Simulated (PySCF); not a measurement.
Species: C₂H₃F₃OSi.
Numbering: `[CH2:1]=[CH:2][O:3][Si:4]([F:5])([F:6])[F:7]` (hydrogens: H8, H9 on C1; H10 on C2)

Computed by this run: PySCF, PBE0-D3(BJ)/def2-SVP geometry optimisation, gas phase; density fitting, grid level 1; the optimiser is geomeTRIC in internal coordinates, started from a GFN2-xTB structure with every atom displaced at random (about 0.01 Å).

Step 0: E = -20175.5508 eV
```
atom  x, y, z in Å  |  force x, y, z in eV/Å
C1      2.1348   -0.2745    0.2820   -2.034   1.357   1.326
C2      0.9078    0.1476    0.6441    0.729  -0.592  -0.553
O3     -0.2205   -0.2017   -0.0723    4.520  -0.210   0.463
Si4    -1.7300    0.0433   -0.0017   -4.155  -0.017   0.059
F5     -2.2090    1.5476   -0.1084    0.166   0.700  -0.035
F6     -2.3652   -0.7275   -1.2329   -0.159  -0.211  -0.310
F7     -2.4504   -0.5037    1.3143    0.244  -0.083   0.176
H8      2.9976    0.0361    0.8360    0.504   0.174   0.460
H9      2.2507   -0.8603   -0.5729    0.279  -1.192  -1.635
H10     0.7326    0.7702    1.5237   -0.094   0.074   0.049
```

Step 1: E = -20175.8125 eV
```
atom  x, y, z in Å  |  force x, y, z in eV/Å
C1      2.1193   -0.2109    0.2873    0.202  -0.293  -0.256
C2      0.8827    0.0896    0.6600   -0.178   0.220  -0.074
O3     -0.1825   -0.2979   -0.0954   -0.393  -0.118  -0.144
Si4    -1.7799    0.0219   -0.0304    0.763   0.043   0.174
F5     -2.0303    1.5903   -0.1572   -0.167  -0.027  -0.037
F6     -2.4915   -0.7425   -1.2256   -0.028   0.027   0.083
F7     -2.3705   -0.4540    1.3700   -0.196  -0.007  -0.030
H8      2.9810    0.1100    0.8745   -0.069  -0.017   0.019
H9      2.2749   -0.8099   -0.6238    0.044   0.214   0.251
H10     0.6452    0.6805    1.5526    0.022  -0.041   0.013
```

**Question.** Estimate the geometry and energy of step 2. (The exact step hangs on the optimiser's Hessian estimate; all steps are aligned on step 1, rigid shifts and turns removed.)

**Answer.** E = -20175.8192 eV, largest force 0.549 eV/Å
```
atom  x, y, z in Å  |  force x, y, z in eV/Å
C1      2.1482   -0.2186    0.2846   -0.302  -0.129  -0.263
C2      0.8861    0.0727    0.5841   -0.211   0.174   0.476
O3     -0.1995   -0.3089   -0.1453    0.159  -0.092  -0.299
Si4    -1.7822    0.0348   -0.0131    0.226   0.015   0.031
F5     -2.0598    1.5974   -0.1553   -0.004  -0.010   0.022
F6     -2.5446   -0.7326   -1.1729   -0.039  -0.051  -0.033
F7     -2.3671   -0.4294    1.3947   -0.002   0.022   0.004
H8      2.9351    0.1084    0.9636    0.041   0.022  -0.058
H9      2.3987   -0.7837   -0.6173    0.054   0.011   0.065
H10     0.6334    0.6372    1.4890    0.079   0.038   0.054
```

The energy changes by -0.0067 eV. The first-order estimate −F·Δx gives -0.0543 eV and the mean of the old and new forces, exact on a quadratic surface, -0.0079 eV. The step makes an angle of 78° with the force vector and moves no atom by more than 0.127 Å.

The cost below is that of the whole optimisation. The run took 1.7 min wall on Arm Neoverse V1, one thread, shared host with 32 logical CPUs at a one-minute load of 26, and the process peaked at 0.47 GiB of memory.
